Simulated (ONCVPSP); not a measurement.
## What one change does to a pseudopotential (Fe, ONCV)

iron (Fe), optimised norm-conserving Vanderbilt (ONCV), made with ONCVPSP 4.0.1 (PBE, scalar-relativistic). Core [Ne], reference 3s2 3p6 3d6 4s1.75 (charge +0.25). Waves: 3s+4s: rc 1.60 bohr, ncon 4, nbas 8, qcut 7.3 1/bohr, 3 projectors, debl 4 Ha; 3p: rc 0.85 bohr, ncon 4, nbas 8, qcut 10.3 1/bohr, 2 projectors, debl 2.3 Ha; 3d: rc 1.40 bohr, ncon 5, nbas 10, qcut 12.4 1/bohr, 2 projectors, debl 4 Ha; f scattering state at 0.29 Ha: rc 1.25 bohr, ncon 4, nbas 8, qcut 8.1 1/bohr, 1 projector. Local part: polynomial inside 0.65 bohr (lpopt 5, dvloc0 0 Ha). Core correction: Teter function, fcfact 3.25, rcfact 1.25.

Change: d: rc 1.98.

Cutoffs: the cutoffs (Ha) at which the residual kinetic energy of the hardest occupied pseudo-wave falls to 1 and 0.1 mHa per electron; they do not see the model core or the augmentation charge, which bear on the density cutoff. Errors are all-electron minus pseudo energies relative to the spin-unpolarised reference configuration.

**Question.** What does the change do?

**Answer.** The potential gets softer (58 Ha and 228 Ha → 47 Ha and 228 Ha); of the 4 tests that both files solve, the error grows in 1 and shrinks in 1 by more than 15 % and 0.3 meV (median size 0.6 → 0.6 meV); neither file shows a bound ghost. A larger radius leaves more room for a smooth pseudo-wave, so fewer plane waves are needed.

```csv
quantity,base,changed
"cutoff, loose",58 Ha,47 Ha
"cutoff, tight",228 Ha,228 Ha
loose cutoff by channel,"s 13 Ha, p 47 Ha, d 58 Ha","s 13 Ha, p 47 Ha, d 43 Ha"
bound ghosts,none,none
GHOST(+) flags under 300 eV,f at 294.9 eV,f at 294.9 eV
"error for 3s2 3p6 3d6 4s2, meV [ΔE -1.53 eV]",+0.2,+0.2
"error for 3s2 3p6 3d6 4s1, meV [ΔE 7.20 eV]",-0.4,0.0
"error for 3s2 3p6 3d6 4s0, meV [ΔE 23.40 eV]",-0.8,+0.9
"error for 3s2 3p6 3d5 4s2, meV [ΔE 12.68 eV]",+20,+72
s: phases at 1.62 bohr within 0.05 rad from the reference energy up to (Ha; the scan ends near 5),to the end of the scan,to the end of the scan
p: phases at 0.86 bohr within 0.05 rad from the reference energy up to (Ha; the scan ends near 5),to the end of the scan,to the end of the scan
f: phases at 1.27 bohr within 0.05 rad from the reference energy up to (Ha; the scan ends near 5),to the end of the scan,to the end of the scan
"rms error of d²Exc/dni dnj with the model core, mHa",1.16,0.95
```
